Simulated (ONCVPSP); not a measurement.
## iron: ONCV pseudisation with PBE, scalar-relativistic reference atom.

* Element: Fe (Z = 26)
* Generator: ONCVPSP 4.0.1
* Type: optimised norm-conserving Vanderbilt (ONCV)
* Functional: PBE
* Relativity: scalar-relativistic
* Frozen core: [Ar]
* Valence charge: 8
* Reference configuration: 3d6 4s2
* Partial waves: 4s: rc 2.10 bohr, ncon 5, nbas 8, qcut 2.4 1/bohr, 2 projectors, debl 3.5 Ha; p scattering state at 0.38 Ha: rc 2.15 bohr, ncon 4, nbas 7, qcut 4 1/bohr, 1 projector; 3d: rc 1.30 bohr, ncon 4, nbas 8, qcut 11.7 1/bohr, 2 projectors, debl 1.9 Ha
* Local potential: polynomial inside 1.15 bohr (lpopt 5, dvloc0 0 Ha)
* Core correction: Teter function fitted to the true core (icmod 2), fcfact 0.55

All-electron outer shells of the reference configuration (PBE, scalar-relativistic, ld1.x):

| shell | level (eV) | outermost node (bohr) | outermost maximum (bohr) |
| --- | --- | --- | --- |
| 3p | -60.04 | 0.30 | 0.72 |
| 3d | -7.50 | – | 0.71 |
| 4s | -5.29 | 1.00 | 2.41 |

Results:

| Item | Value |
| --- | --- |
| Cutoffs needed | 55 Ha and 61 Ha (the cutoffs (Ha) at which the residual kinetic energy of the hardest occupied pseudo-wave falls to 1 and 0.1 mHa per electron) |
| Ghost test | no bound ghost flagged but for a GHOST(-) flag that falls on a real empty level of the atom; GHOST(+) flagged for p at 20.8 eV, s at 21.8 eV |
| Configuration tests | 1 of 4 tests not solved or not reliable |
| rms error of d²Exc/dni dnj | 11.84 mHa without and 4.32 mHa with the model core |

Generation and tests took about 3.9 s on one core of a shared server CPU.
